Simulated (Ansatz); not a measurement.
`CN(C)c1ccc(-c2ccc(-c3ccc(-c4ccc(-c5ccc(-c6ccc(C#N)s6)s5)s4)s3)s2)s1` with charge +1. Charge 1, multiplicity 2. Geometry PBE-D4/def2-SVP, that of the neutral singlet; atoms count from 1.

```xyz
53

C     9.995    3.804    2.642
N     9.763    2.380    2.512
C    10.671    1.454    3.158
C     8.511    1.924    2.179
C     8.010    0.618    2.237
C     6.680    0.523    1.758
C     6.125    1.732    1.349
C     4.817    2.021    0.830
C     4.309    3.219    0.314
C     2.963    3.132   -0.103
C     2.399    1.866    0.079
C     1.065    1.428   -0.232
C     0.025    2.157   -0.822
C    -1.166    1.416   -0.975
C    -1.075    0.100   -0.508
C    -2.072   -0.934   -0.495
C    -1.972   -2.255   -0.043
C    -3.167   -2.993   -0.182
C    -4.216   -2.258   -0.743
C    -5.559   -2.692   -1.022
C    -6.131   -3.950   -0.793
C    -7.483   -4.032   -1.186
C    -7.985   -2.844   -1.725
C    -9.302   -2.553   -2.227
C    -9.802   -1.346   -2.733
C   -11.152   -1.420   -3.138
C   -11.709   -2.687   -2.948
C   -13.023   -3.120   -3.237
N   -14.117   -3.483   -3.476
S   -10.535   -3.793   -2.260
S    -6.737   -1.612   -1.739
S    -3.689   -0.623   -1.098
S     0.532   -0.202    0.131
S     3.580    0.777    0.791
S     7.293    3.037    1.568
H    11.084    3.998    2.687
H     9.595    4.339    1.754
H     9.518    4.246    3.550
H    11.677    1.910    3.216
H    10.348    1.177    4.190
H    10.755    0.520    2.566
H     8.585   -0.238    2.610
H     6.120   -0.422    1.711
H     4.917    4.131    0.237
H     2.402    3.973   -0.533
H     0.138    3.203   -1.135
H    -2.086    1.821   -1.419
H    -1.043   -2.665    0.376
H    -3.273   -4.043    0.119
H    -5.572   -4.784   -0.349
H    -8.096   -4.939   -1.080
H    -9.191   -0.435   -2.800
H   -11.725   -0.584   -3.559
```

Single mean-field runs in def2-SVP are fitted with def2-universal-jkfit.

**Question.** Estimate the Mulliken populations of the heavy atoms from the PBE0/def2-SVP orbitals of Ansatz.

**Answer.** 
```csv
atom,charge (e),spin (α − β)
C1,0.02,-0.01
N2,-0.36,0.11
C3,0.03,-0.01
C4,0.08,0.06
C5,-0.04,0.07
C6,0.01,0.04
C7,-0.08,0.08
C8,-0.06,0.07
C9,-0.01,0.05
C10,0.01,0.04
C11,-0.07,0.09
C12,-0.08,0.02
C13,0.01,0.09
C14,-0.01,-0.01
C15,-0.06,0.11
C16,-0.08,-0.01
C17,0.00,0.08
C18,0.00,-0.02
C19,-0.07,0.11
C20,-0.09,-0.03
C21,0.01,0.08
C22,-0.01,-0.04
C23,-0.06,0.10
C24,-0.08,-0.04
C25,-0.03,0.05
C26,0.10,-0.03
C27,-0.25,0.05
C28,-0.05,-0.02
N29,0.03,0.03
S30,0.23,0.01
S31,0.16,-0.01
S32,0.17,-0.02
S33,0.17,-0.03
S34,0.16,-0.03
S35,0.12,-0.03
```
Mulliken values depend strongly on the basis.

**Question.** Where does the spin sit?

**Answer.** Summed by element: C 0.98, N 0.13, S -0.12, H 0.00, of 1 unpaired in all. Largest on single atoms: C15 0.11, N2 0.11, C19 0.11.

**Question.** And the Mayer bond orders between heavy atoms (over 0.3)?

**Answer.** C1–N2 0.96 (1.45 Å); N2–C3 0.96 (1.45 Å); N2–C4 1.24 (1.37 Å); C4–C5 1.33 (1.40 Å); C4–S35 1.13 (1.76 Å); C5–C6 1.37 (1.42 Å); C6–C7 1.39 (1.39 Å); C7–C8 1.29 (1.44 Å); C7–S35 1.06 (1.77 Å); C8–C9 1.36 (1.40 Å); C8–S34 1.12 (1.75 Å); C9–C10 1.39 (1.41 Å); C10–C11 1.39 (1.40 Å); C11–C12 1.24 (1.44 Å); C11–S34 1.11 (1.76 Å); C12–C13 1.39 (1.40 Å); C12–S33 1.11 (1.75 Å); C13–C14 1.39 (1.41 Å); C14–C15 1.38 (1.40 Å); C15–C16 1.26 (1.44 Å); C15–S33 1.12 (1.76 Å); C16–C17 1.39 (1.40 Å); C16–S32 1.11 (1.75 Å); C17–C18 1.37 (1.41 Å); C18–C19 1.42 (1.40 Å); C19–C20 1.20 (1.44 Å); C19–S32 1.13 (1.75 Å); C20–C21 1.43 (1.40 Å); C20–S31 1.11 (1.75 Å); C21–C22 1.34 (1.41 Å); C22–C23 1.43 (1.40 Å); C23–C24 1.19 (1.44 Å); C23–S31 1.14 (1.75 Å); C24–C25 1.44 (1.40 Å); C24–S30 1.14 (1.75 Å); C25–C26 1.32 (1.41 Å); C26–C27 1.46 (1.40 Å); C27–C28 1.20 (1.41 Å); C27–S30 1.14 (1.75 Å); C28–N29 2.93 (1.18 Å).
